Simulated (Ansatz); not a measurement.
`B[SiH2]OBF` + H–F → `B[SiH2]F` + `OBF`  (ligand exchange at the Si–O bond)

Gas-phase electronic energies from Ansatz, PBE0-D4/def2-TZVP geometries. CBS: MP2 limit from def2 TZ/QZ plus the TZ coupled-cluster correction, frozen cores. This one scheme is used for every species. DFT in def2-TZVPP. One conformer a species, not always the lowest.

**Question.** Is it downhill or uphill in electronic energy at CCSD(T)/CBS, and by how much? (An estimate is asked.)

**Answer.** Computed: Downhill: ΔE = -9.7 kcal/mol.

**Question.** What do these levels give: revPBE-D4, r2SCAN-D4, r2SCAN0-D4, PBE-QIDH, PBE, r2SCAN, r2SCANh, CCSD/def2-SVP, HF/def2-TZVPP, CCSD/def2-TZVPP, HF/CBS(def2), CCSD/CBS(def2)? (Best estimate.)

**Answer.** The calculation gave: revPBE-D4 -10.3, r2SCAN-D4 -11.3, r2SCAN0-D4 -10.6, PBE-QIDH -10.2, PBE -11.8, r2SCAN -11.6, r2SCANh -11.3, CCSD/def2-SVP -11.9, HF/def2-TZVPP -11.8, CCSD/def2-TZVPP -10.2, HF/CBS(def2) -11.9, CCSD/CBS(def2) -9.9 kcal/mol.

Largest T1 diagnostic among the species: 0.013.

At CCSD(T), def2-SVP lies −2.1 kcal/mol from the extrapolated value and def2-TZVPP −0.3 kcal/mol. The D4 term adds +1.5 kcal/mol with B3LYP and +0.9 kcal/mol with PBE0; it sums over pairs of atoms, weighted by their polarisabilities, and B3LYP, whose exchange is more repulsive, gets the larger term. From PBE to PBE0 (25 % exact exchange), in def2-TZVPP and without D4, ΔE moves by +0.7 kcal/mol.

B3LYP here is the variant with VWN-RPA as its local correlation; programs differ in this.
